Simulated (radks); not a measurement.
Values are calculated unless marked as measured or tabulated.
Ionisation of neutral fluorine, [He] 2s2 2p5, to [He] 2s2 2p4 as the strength of local exchange is varied. Level of theory: Dirac Kohn-Sham, Slater X-alpha exchange (alpha = 2/3 is LDA exchange), no correlation, spin-unpolarised, spherical densities, finite nucleus; open shells are shared between the two j in proportion to 2j + 1; Fermi nuclear charge, rms radius 2.8976 fm (a radial shooting solver on a logarithmic mesh with Libxc functionals).

| alpha | E(F) (hartree) | exchange (hartree) | IE (eV) | -e of the level emptied (eV) | <r> of it (bohr) |
|---|---|---|---|---|---|
| 0.602 | -97.68288 | -8.02757 | 16.875 | 8.882 (2p3/2) | 1.138 |
| 0.667 | -98.55313 | -8.96575 | 18.045 | 9.866 (2p3/2) | 1.117 |
| 0.707 | -99.09212 | -9.54989 | 18.783 | 10.493 (2p3/2) | 1.104 |
| 0.765 | -99.87832 | -10.40608 | 19.878 | 11.429 (2p3/2) | 1.086 |
| 0.87 | -101.31562 | -11.98362 | 21.931 | 13.206 (2p3/2) | 1.056 |
| 0.988 | -102.95232 | -13.79869 | 24.348 | 15.325 (2p3/2) | 1.025 |
| 1.006 | -103.20397 | -14.07948 | 24.727 | 15.660 (2p3/2) | 1.021 |
| 1.043 | -103.72292 | -14.65990 | 25.514 | 16.357 (2p3/2) | 1.012 |

NIST Atomic Spectra Database: 17.423 eV (measured). The Delta-SCF value meets it near alpha = 0.63. Spin polarisation and multiplet splitting are left out, so open shells lie too high by an amount that depends on their filling.

Beside tabulated values, note that spin-unpolarised runs miss the spin-polarisation part of the exchange energy of open shells.
